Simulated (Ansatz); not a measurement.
System: sum formula SiOCl2, charge 0, multiplicity 1. SMILES: O=[Si](Cl)Cl
Geometry from a B3LYP-D3(BJ)/def2-TZVP (Ansatz, a program for electronic structure) optimisation:
```xyz
4

Si    -0.3650    -0.3349    -0.0556
O     -1.4707    -1.3492    -0.2238
Cl    -0.4017     1.5671    -0.7259
Cl     1.3943    -0.6564     0.8770
```
Charge 0, spin multiplicity 1.

Computed values are from Ansatz. Correlated levels leave the core frozen unless marked. UHF or UKS for open shells. Spin-orbit coupling is left out. Non-relativistic. Basis-set limits of correlation are two-point, X^-3; Hartree-Fock from the larger set. [CCSD(T)-MP2]/basis is that difference in the basis named.

Q: What is the dipole moment at CCSD(T)/aug-cc-pV(D+d)Z?

A: 3.04 D.

Q: What is the total energy at RI-MP2/CBS(aug-cc-pV(T+d)Z,aug-cc-pV(Q+d)Z)+[CCSD(T)-MP2]/aug-cc-pV(T+d)Z?

A: -1283.9025 Eh.

Q: What is the atomisation energy De at RI-MP2/CBS(aug-cc-pV(T+d)Z,aug-cc-pV(Q+d)Z)+[CCSD(T)-MP2]/aug-cc-pV(T+d)Z?

A: 1419.8 kJ/mol.

Q: What is the T1 diagnostic at CCSD/cc-pwCVTZ?

A: 0.016.
